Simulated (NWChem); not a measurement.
System meant: CH₈OW; SMILES C[O][WH5]

Here is an NWChem input.

```
start job
memory heap 200 mb stack 900 mb global 1100 mb
geometry units angstroms noautoz
  W      0.315729    -0.266450    -0.308617
  O      0.336911     1.577012    -0.546292
  C     -0.146195     2.779221    -0.014224
  H     -1.242437     2.751846     0.090085
  H      0.304125     2.980167     0.970851
  H      0.123163     3.599701    -0.697446
  H     -0.997486    -1.269420     0.013849
  H     -0.400294    -1.024459    -1.656422
  H     -0.673395     0.094573     0.966510
  H      1.880333    -0.834433     0.058394
  H      0.471914    -1.148848     1.116659
end
basis spherical
  * library def2-svp
end
dft
  xc b3lyp
  iterations 150
  mulliken
end
task dft energy
```

End of the output:

```
          Convergence Information
          -----------------------
          Convergence aids based upon iterative change in
          total energy or number of iterations.
          Levelshifting, if invoked, occurs when the
          HOMO/LUMO gap drops below (HL_TOL):  1.00D-02
          DIIS, if invoked, will attempt to extrapolate
          using up to (NFOCK): 10 stored Fock matrices.

                    Damping( 0%)  Levelshifting(0.5)       DIIS
                  --------------- ------------------- ---------------
          dE  on:    start            ASAP                start
          dE off:    2 iters        150 iters           150 iters

      Screening Tolerance Information
      -------------------------------
          Density screening/tol_rho:  1.00D-10
          AO Gaussian exp screening on grid/accAOfunc:  14
          CD Gaussian exp screening on grid/accCDfunc:  20
          XC Gaussian exp screening on grid/accXCfunc:  20
          Schwarz screening/accCoul:  1.00D-08

      Superposition of Atomic Density Guess
      -------------------------------------

      charge =      74.0 W (Tungsten)

      symmetry species            s     p     d     f
      number of basis functions = 7     6     5     1
      number of cont. functions = 6     3     2     1
      number of closed shells   = 6     4     2     1
      number of open shells     = 0     0     1     0
      open shell occupation     = 0     0     4     0
 ------------------------------------------------------------------------
 atomscf:atomd: error in atom scf                   0
 ------------------------------------------------------------------------
 ------------------------------------------------------------------------
  current input line :
    24: task dft energy
 ------------------------------------------------------------------------
 ------------------------------------------------------------------------
 This error has not yet been assigned to a category
 ------------------------------------------------------------------------
 For more information see the NWChem manual at https://nwchemgit.github.io

0:atomscf:atomd: error in atom scf:Received an Error in Communication
```

### Question
What is wrong, and how is it mended?

### Answer
The run crashed. Cause: the def2 basis of a heavy element holds valence functions alone and wants its effective core potential (without it all electrons must fit into that basis). This input runs:
```
start job
memory heap 200 mb stack 900 mb global 1100 mb
geometry units angstroms noautoz
  W      0.315729    -0.266450    -0.308617
  O      0.336911     1.577012    -0.546292
  C     -0.146195     2.779221    -0.014224
  H     -1.242437     2.751846     0.090085
  H      0.304125     2.980167     0.970851
  H      0.123163     3.599701    -0.697446
  H     -0.997486    -1.269420     0.013849
  H     -0.400294    -1.024459    -1.656422
  H     -0.673395     0.094573     0.966510
  H      1.880333    -0.834433     0.058394
  H      0.471914    -1.148848     1.116659
end
basis spherical
  * library def2-svp
end
ecp
  W library def2-ecp
end
dft
  xc b3lyp
  iterations 150
  mulliken
end
task dft energy
```
It converges to -185.10708 Ha (B3LYP/def2-SVP with def2 effective core potentials on W).
